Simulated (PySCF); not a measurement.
Al(H)(Br)(OH) (AlBrH2O), SMILES [OH][AlH][Br].

Coordinates come from a r2SCAN-D4/def2-TZVP optimisation. Other conformers were not sampled.

Vertical ionisation energy (IE) and electron affinity (EA) in eV. Rows of orbital energies are one-electron estimates. Where ΔSCF, EOM or ADC give a negative EA the extra electron is unbound and the value depends on the basis.

```json
[
 {"level": "−ε(HOMO), −ε(LUMO), PBE/def2-TZVPD (PySCF)", "IE": "…", "EA": "…"},
 {"level": "ADC(2)/aug-cc-pVDZ (PySCF)", "IE": "10.66", "EA": "-0.49"}
]
```

Problem. Some entries are withheld; supply them. (The exact figures need the calculation; the answer reports its results.)

Solution. 
- −ε(HOMO), −ε(LUMO), PBE/def2-TZVPD (PySCF), IE: 7.33
- −ε(HOMO), −ε(LUMO), PBE/def2-TZVPD (PySCF), EA: 1.72

Problem. Beyond the first one, list the lowest photoelectron lines from ADC(2)/aug-cc-pVDZ run with PySCF with their pole strengths (two spins summed). (An estimate is asked for; the answer gives what the named calculation found.)

Solution. 10.84 eV (1.79), 11.38 eV (1.78), 11.42 eV (1.77), 12.37 eV (1.82), 13.90 eV (1.82).
